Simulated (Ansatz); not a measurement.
Reaction (formal exchange of groups at the Hf–Br bond): `[F][Hf]([F])([Cl])[Br]` + CH₄ → `[CH3][Hf]([F])([F])[Cl]` + HBr

Computed with Ansatz on PBE0-D4/def2-TZVP structures; ΔE is electronic, products minus reactants. CCSD(T)/CBS is the MP2 limit (def2-TZVPP, def2-QZVPP) plus CCSD(T) − MP2 in def2-TZVPP, frozen cores. This one scheme is used for every species. DFT in def2-TZVPP. Elements past krypton have def2 core potentials. For Br, Hf outer-core shells are correlated without core-valence functions, which leaves a few kJ/mol of doubt a bond. Scalar relativity is left out up to krypton.

| species | PBE0 energy (Eh) |
| --- | --- |
| `[F][Hf]([F])([Cl])[Br]` | -3281.86019 |
| CH₄ | -40.47541 |
| `[CH3][Hf]([F])([F])[Cl]` | -747.80090 |
| HBr | -2574.45886 |

(1) Work out ΔE.

Largest T1 diagnostic among the species: 0.015.

## Answers

(1) ΔE = (-747.80090) + (-2574.45886) − (-3281.86019) − (-40.47541) = 0.07584 Eh = +199.1 kJ/mol. CCSD(T)/CBS gives +199.5 kJ/mol.

Leaving LDA and LC-ωPBE aside and taking each functional with its dispersion term where it has one, the values, not all of them listed here, spread over 13.0 kJ/mol, from revPBE-D4 to BHLYP-D4. LDA lies −4.1 kJ/mol from PBE without D4. From PBE to PBE0 (25 % exact exchange), in def2-TZVPP and without D4, ΔE moves by +4.5 kJ/mol.
